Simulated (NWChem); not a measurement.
RbCl; SMILES [Cl][Rb]

```xyz
2

Rb     0.0000     0.0000    -0.9031
Cl     0.0000     0.0000     1.9115
```
Atoms are numbered in this order, from 1.

All runs use the structure optimised with PBE0/def2-SVP. B3LYP is NWChem's, with the RPA form of VWN correlation. def2 effective core potentials on Rb; no spin-orbit coupling.

Problem. List the 6 lowest vertical singlet excitations and the 6 lowest triplet ones from B3LYP/def2-SVP with def2 effective core potentials on Rb, full TDDFT (NWChem).

Solution. 
```
state  energy (eV)  oscillator strength  leading excitation (squared amplitude)
-----  -----------  -------------------  --------------------------------------
S1            3.02                0.008                      HOMO → LUMO (0.62)
S2            3.02                0.008                    HOMO−1 → LUMO (0.62)
S3            3.36                0.080                    HOMO−2 → LUMO (0.98)
S4            4.45                0.000                    HOMO → LUMO+2 (0.34)
S5            4.45                0.000                  HOMO−1 → LUMO+2 (0.34)
S6            4.47                0.001                  HOMO−1 → LUMO+1 (0.37)
T1            2.98       spin-forbidden                      HOMO → LUMO (0.56)
T2            2.98       spin-forbidden                    HOMO−1 → LUMO (0.56)
T3            3.12       spin-forbidden                    HOMO−2 → LUMO (0.98)
T4            4.47       spin-forbidden                  HOMO−1 → LUMO+1 (0.37)
T5            4.47       spin-forbidden                  HOMO−1 → LUMO+1 (0.33)
T6            4.47       spin-forbidden                  HOMO−1 → LUMO+2 (0.33)
```
